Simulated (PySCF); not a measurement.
**SMILES N#C[C@H]1[SiH2]NC[C@@H]1F, C4H7FN2Si**

Molfile (atoms numbered from 1):
```
C4H7FN2Si
     RDKit          3D

 15 15  0  0  0  0  0  0  0  0999 V2000
    2.3515   -1.5378    1.1821 N   0  0  0  0  0  0  0  0  0  0  0  0
    1.4985   -1.3012    0.4557 C   0  0  0  0  0  0  0  0  0  0  0  0
    0.4193   -0.9870   -0.4206 C   0  0  1  0  0  0  0  0  0  0  0  0
   -1.2405   -0.8676    0.5499 Si  0  0  0  0  0  4  0  0  0  0  0  0
   -1.0354    0.8176    0.7405 N   0  0  0  0  0  0  0  0  0  0  0  0
    0.0837    1.4258    0.0534 C   0  0  0  0  0  0  0  0  0  0  0  0
    0.5784    0.4235   -0.9836 C   0  0  2  0  0  0  0  0  0  0  0  0
   -0.2106    0.5266   -2.1140 F   0  0  0  0  0  0  0  0  0  0  0  0
    0.4008   -1.7104   -1.2363 H   0  0  0  0  0  0  0  0  0  0  0  0
   -2.3468   -1.2667   -0.3216 H   0  0  0  0  0  0  0  0  0  0  0  0
   -1.1838   -1.6140    1.8026 H   0  0  0  0  0  0  0  0  0  0  0  0
   -1.6013    1.4468    1.2811 H   0  0  0  0  0  0  0  0  0  0  0  0
   -0.2198    2.3492   -0.4504 H   0  0  0  0  0  0  0  0  0  0  0  0
    0.9001    1.6568    0.7503 H   0  0  0  0  0  0  0  0  0  0  0  0
    1.6015    0.6464   -1.3110 H   0  0  0  0  0  0  0  0  0  0  0  0
  1  2  3  0
  2  3  1  0
  3  4  1  0
  4  5  1  0
  5  6  1  0
  6  7  1  0
  7  8  1  0
  7  3  1  0
  3  9  1  6
  4 10  1  0
  4 11  1  0
  5 12  1  0
  6 13  1  0
  6 14  1  0
  7 15  1  6
M  END
```

The calculation used TDDFT CAM-B3LYP/def2-SVPD circular dichroism and optical rotation, one conformer, gas phase (PySCF). Geometry: GFN2-xTB.

The molecule is flexible and this is one conformer; a measurement averages over conformers.

**Question.** Draw the ECD and absorption spectra from the lowest 8 states, each a Gaussian of half-width 0.35 eV at 1/e height.

**Answer.** 
```
E (eV)  λ (nm)  Δε (L mol⁻¹ cm⁻¹)  ε (L mol⁻¹ cm⁻¹)
  5.42     229              -0.50              24.5
  5.52     225              -1.04              51.2
  5.62     221              -1.84              90.8
  5.72     217              -2.78               137
  5.82     213              -3.60               177
  5.92     209              -4.03               197
  6.02     206              -4.02               193
  6.12     203              -3.76               174
  6.22     199              -3.54               155
  6.32     196              -3.50               145
  6.42     193              -3.53               140
  6.52     190              -3.37               133
  6.62     187              -2.89               119
  6.72     185              -2.17               109
  6.82     182              -1.44               129
  6.92     179              -0.87               211
  7.02     177              -0.40               394
  7.12     174              +0.31               708
  7.22     172              +1.88              1170
  7.32     169              +5.09              1790
  7.42     167             +10.53              2570
  7.52     165             +17.96              3460
  7.62     163             +25.96              4300
  7.72     161             +32.08              4840
```
Δε uses R in velocity form, ε uses f in length form. Only the states computed contribute, so the short-wavelength end is incomplete.
